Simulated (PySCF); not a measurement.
NICS in isomers of C8H11O2P.

Definitions: NICS(0) = −σiso at the ring centroid; NICS(1) = −σiso and NICS(1)zz = −σzz at ±1 Å along the ring normal z. Level: GIAO PBE0/pcSseg-1 (PySCF, non-relativistic, gas phase) on the GFN2-xTB geometries, one conformer each. Atom numbers follow the mapped SMILES.

Question: Order these rings by mean NICS(1)zz, lowest (most negative) first (ppm).
A. ring C5–O6–C7–C10–P11 in `[CH3:1][C:2]([CH3:3])([CH3:4])[c:5]1[o:6][c:7]([CH:8]=[O:9])[cH:10][p:11]1`
B. ring C7–C8–C9–C10–C11 in `[CH3:1][C:2]#[C:3][P@:4](=[O:5])([OH:6])[C:7]1=[CH:8][CH2:9][CH2:10][CH2:11]1`
C. ring C2–C3–C4–C5–C6–C11 in `[CH3:1][c:2]1[cH:3][cH:4][cH:5][c:6]([P@@:7]([CH3:8])(=[O:9])[OH:10])[cH:11]1`
D. ring C7–C8–C9–O10–C11 in `[CH3:1][C:2](=[O:3])[CH2:4][P:5]([CH3:6])[c:7]1[cH:8][cH:9][o:10][cH:11]1`

Answer: C (-27.9), D (-26.5), A (-23.7), B (-2.5).

| SMILES | ring | NICS(0) | NICS(1) | NICS(1)zz | HOMA | rms pucker (Å) | ring atoms with four or more neighbours |
| --- | --- | --- | --- | --- | --- | --- | --- |
| Cc1cccc([P@@](C)(=O)O)c1 | 6-membered carbocycle; formal bonds all aromatic | -8.7 | -11.5 | -27.9 | 1.00 | 0.00 | 0 |
| CC(=O)CP(C)c1ccoc1 | 5-membered ring with O; formal bonds all aromatic | -11.8 | -10.4 | -26.5 | 0.49 | 0.01 | 0 |
| CC(C)(C)c1oc(C=O)cp1 | 5-membered ring with O and P; formal bonds all aromatic | -10.2 | -10.8 | -23.7 | 0.55 | 0.00 | 0 |
| CC#C[P@](=O)(O)C1=CCCC1 | 5-membered carbocycle; formal bonds 1 double, 4 single | -2.5 | -3.1 | -2.5 | – | 0.08 | 3 |

NICS(0) gives another order. The isotropic NICS(1) gives another order. HOMA uses Krygowski's 1993 parameters; it is left out where a ring has a four-coordinate atom, a triple bond, no multiple bond or a kind of bond without parameters. NICS(1) and NICS(1)zz are means over the two faces.
